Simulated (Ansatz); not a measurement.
Start from `CC(C)(C)N[Si](F)(F)F` and change one atom or group to get `[CH3][SnH]([F])[NH]C(C)(C)C`.

Ansatz, PBE0-D4/def2-TZVP geometries, multiplicity 1. Each molecule was computed in one conformer, which needn't be the lowest.

Elements past krypton have def2 core potentials.

| property | `CC(C)(C)N[Si](F)(F)F` |
| --- | --- |
| LUMO energy (ωB97M-V/def2-TZVPP) / eV | 1.99 |
| HOMO–LUMO gap (PBE0/def2-TZVPP) / eV | 8.20 |
| HOMO energy (B3LYP/def2-TZVPP) / eV | -7.43 |
| HOMO–LUMO gap (PBE/def2-TZVPP) / eV | 5.92 |
| size of the dipole moment (B3LYP/def2-TZVPP) / D | 3.19 |
| HOMO–LUMO gap (B3LYP/def2-TZVPP) / eV | 7.63 |

(1) What does the change do to each property? (Estimate.)

Results:

(1) Ansatz gave: 
```
                                        property  `[CH3][SnH]([F])[NH]C(C)(C)C`  shift
           LUMO energy (ωB97M-V/def2-TZVPP) / eV                           1.63  -0.36
            HOMO–LUMO gap (PBE0/def2-TZVPP) / eV                           6.70  -1.50
             HOMO energy (B3LYP/def2-TZVPP) / eV                          -6.43   1.00
             HOMO–LUMO gap (PBE/def2-TZVPP) / eV                           4.40  -1.52
size of the dipole moment (B3LYP/def2-TZVPP) / D                           2.97  -0.22
           HOMO–LUMO gap (B3LYP/def2-TZVPP) / eV                           6.15  -1.48
```

With PBE0 the HOMO rises by 1.01 eV and the LUMO falls by 0.48 eV, so the gap narrows by about 1.49 eV. PBE moves the HOMO by 0.93 eV and ωB97M-V by 1.05 eV. Dipoles are sizes alone; their direction can turn.

B3LYP here is the variant with VWN-RPA as its local correlation; programs differ in this.
